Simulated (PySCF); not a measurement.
# Spin states of CsPb⁺

Unrestricted PBE0; PySCF, scalar-relativistic core potentials, basis sets Cs def2-SVP with ECP46, Pb def2-SVP with ECP60. Outer shells of the fragments: Cs+ closed shells only; Pb 5d10 6s2 6p2.

Followed along the bond (rough minima from three points):

```
2Ms+1  unpaired  ⟨S²⟩ at the start  R at minimum (Å)  Te (eV)
    3  σ ↑, π ↑               2.00              4.34     0.00
    1  σ ↑, π ↓               1.00              4.35     0.29
    1      none               0.00              4.32     0.68
    3      π ↑↑               2.00  none in the scan   ≤ 0.35
    1      π ↑↓               1.00  none in the scan   ≤ 0.65
```

Solutions found at the starting distance of 3.700 Å, counted from the lowest of them; the search is not exhaustive and high or unbound solutions are not listed, so other states can lie among these:

| 2Ms+1 | unpaired | term | E (eV) | ⟨S²⟩ | ⟨Lz²⟩ | μ (D) |
| --- | --- | --- | --- | --- | --- | --- |
| 3 | σ ↑, π ↑ | ³Π | 0.00 | 2.00 | 1.00 | -8.31 |
| 1 | σ ↑, π ↓ | mixed | 0.30 | 1.00 | 1.00 | -8.22 |
| 3 | π ↑↑ | ³Σ⁻ | 0.32 | 2.00 | 0.00 | -9.10 |
| 1 | π ↑↓ | mixed | 0.61 | 1.00 | 2.01 | -9.00 |
| 1 | none | ¹Σ⁺ | 0.77 | 0.00 | 0.00 | -7.20 |
| 1 | none | mixed | 1.38 | 0.00 | 2.00 | -8.65 |

A term symbol is given only where ⟨S²⟩ and ⟨Lz²⟩ are close to those of a pure state; real π, δ and φ orbitals otherwise mix terms. A positive dipole points towards Pb; it is taken about the centre of mass and depends on that origin.

These are scalar-relativistic numbers at best; spin–orbit coupling would shift them, the dissociation energy most.
